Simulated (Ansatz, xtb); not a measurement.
Relative energy of two isomers of C5H7BO2

Structure I is `COB1C=CC(O)=C1`, a singlet and structure II is `COC1=CC=CB1O`, a singlet. Both are isolated molecules in the gas phase, relaxed with B3LYP-D3(BJ)/def2-SVP, each in the lowest conformer that the search found.

Problem. Estimate E(II) − E(I) at the level CCSD(T)/def2-SVP + ΔMP2/def2-TZVPP.

Solution. Calculated at CCSD(T)/def2-SVP + ΔMP2/def2-TZVPP: E(II) − E(I) = +9.5 kJ/mol, so structure I lies lower.

How the difference moves with the method:

```json
{"level": "GFN2-xTB", "geometry": "GFN2-xTB", "E(II) − E(I) (kJ/mol)": "−2.4", "departure from the last row (kJ/mol)": "−11.9", "job, with rough time for the two": "optimisation, 0.3 s"}
{"level": "HF/STO-3G", "geometry": "GFN2-xTB", "E(II) − E(I) (kJ/mol)": "+7.6", "departure from the last row (kJ/mol)": "−1.9", "job, with rough time for the two": "single point, 0.52 s"}
{"level": "r2SCAN-D4/def2-SVP", "geometry": "GFN2-xTB", "E(II) − E(I) (kJ/mol)": "+9.5", "departure from the last row (kJ/mol)": "−0.1", "job, with rough time for the two": "single point, 3.7 s"}
{"level": "B3LYP-D3(BJ)/def2-SVP", "geometry": "B3LYP-D3(BJ)/def2-SVP", "E(II) − E(I) (kJ/mol)": "+8.1", "departure from the last row (kJ/mol)": "−1.4", "job, with rough time for the two": "optimisation, 68 s"}
{"level": "HF/def2-SVP", "geometry": "B3LYP-D3(BJ)/def2-SVP", "E(II) − E(I) (kJ/mol)": "+12.8", "departure from the last row (kJ/mol)": "+3.3", "job, with rough time for the two": "part of the CCSD(T) run"}
{"level": "MP2/def2-SVP", "geometry": "B3LYP-D3(BJ)/def2-SVP", "E(II) − E(I) (kJ/mol)": "+7.6", "departure from the last row (kJ/mol)": "−2.0", "job, with rough time for the two": "part of the CCSD(T) run"}
{"level": "CCSD(T)/def2-SVP", "geometry": "B3LYP-D3(BJ)/def2-SVP", "E(II) − E(I) (kJ/mol)": "+7.1", "departure from the last row (kJ/mol)": "−2.4", "job, with rough time for the two": "single point"}
{"level": "CCSD(T)/def2-SVP + ΔMP2/def2-TZVPP", "geometry": "B3LYP-D3(BJ)/def2-SVP", "E(II) − E(I) (kJ/mol)": "+9.5", "departure from the last row (kJ/mol)": "", "job, with rough time for the two": "single point, 92 s"}
```

As drawn, both hold the same kinds of bond in the same numbers.

GFN2-xTB puts the two in the other order. The largest departure from CCSD(T)/def2-SVP + ΔMP2/def2-TZVPP is that of GFN2-xTB, 11.9 kJ/mol. The last row adds to CCSD(T) the change of the MP2 difference between the two basis sets, here +2.4 kJ/mol.

With thermal terms from frequencies at re-optimised GFN2-xTB minima (ideal gas, soft modes damped towards free rotors, one conformer each, 298.15 K, 1 atm): the zero-point term adds +0.6 kJ/mol; ΔH is +9.7 and ΔG +11.3 kJ/mol.

The correlated steps freeze 8 core orbitals. Programs: Ansatz 0.2.0, xtb 6.7.1; the last row on 2 threads of Intel(R) Xeon(R) 6975P-C (Granite Rapids) on a shared host.
